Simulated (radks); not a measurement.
The numbers below are computed, except where a source is named.
Question: The mean radii <r> (bohr) of the occupied orbitals of an atom or ion are listed with their occupations. Level of theory: non-relativistic Kohn-Sham, AM05, spin-polarised, spherical densities, point nucleus (a radial shooting solver on a logarithmic mesh with Libxc functionals).

| orbital | occ. | <r> |
|---|---|---|
| 1s up | 1 | 0.05297 |
| 1s down | 1 | 0.05297 |
| 2s up | 1 | 0.2390 |
| 2s down | 1 | 0.2390 |
| 2p up | 3 | 0.2080 |
| 2p down | 3 | 0.2080 |
| 3s up | 1 | 0.7244 |
| 3s down | 1 | 0.7244 |
| 3p up | 3 | 0.7560 |
| 3p down | 3 | 0.7560 |
| 3d up | 5 | 1.008 |
| 3d down | 5 | 1.008 |
| 4d up | 1 | 10.07 |

Name the element and its charge. Open shells, if any, are filled with parallel spins first.

Answer: Z = 29, copper, charge 0: Cu in [Ar] 3d10 4d1. The 1s radius gives Z: for a bare nucleus <r> = 1.5/Z, 0.05172 bohr for Z = 29, and screening makes it slightly larger (0.05297 here). The occupations add up to 29, and the charge is Z minus that.
